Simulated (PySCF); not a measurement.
Species: C2H3Ga.
Cartesian coordinates in Å at the PBE0-D3(BJ)/def2-SVP level; atoms count from 1:
```xyz
6
C2H3Ga angstrom
C     -1.5790    0.1770    1.0391
C     -0.5248    0.0710    0.4327
Ga     1.1222   -0.1279   -0.5275
H     -2.5062    0.2636    1.5790
H      1.5473    1.0074   -1.5134
H      1.9649   -1.4207   -0.2816
```

Computed geometry: PBE0-D3(BJ)/def2-SVP, gas phase.

Question: Which atoms are bound to Ga3, and at what distances?

Answer: 3 atoms: H5 1.563 Å, H6 1.563 Å, C2 1.917 Å. The nearest atom not counted as bound is C1, at 3.14 Å.

Question: List the angles at Ga3.

Answer: 
```
    angle  degrees  distance of the outer atoms (Å)
H5–Ga3–H6    123.6                             2.75
C2–Ga3–H5    118.3                             2.99
C2–Ga3–H6    118.1                             2.99
```

Question: What is the shape at Ga3?

Answer: Planar: angles 123.6°, 118.3° and 118.1°, sum 360.0°, 0.00 Å off the plane of its three neighbours.

Question: What are the other bond lengths?

Answer: C1≡C2 1.221 Å; C1–H4 1.076 Å.

Question: Give some angles away from the centre.

Answer: C1–C2–Ga3 179.0°.

Question: What are the rotational constants (commonest isotopes, rigid rotor)?

Answer: A = 132111, B = 3628, C = 3531 MHz: a near-prolate asymmetric top.

Point group: C2v (every atom within 0.08 Å of its image). Charge 0, singlet. No frequency check.
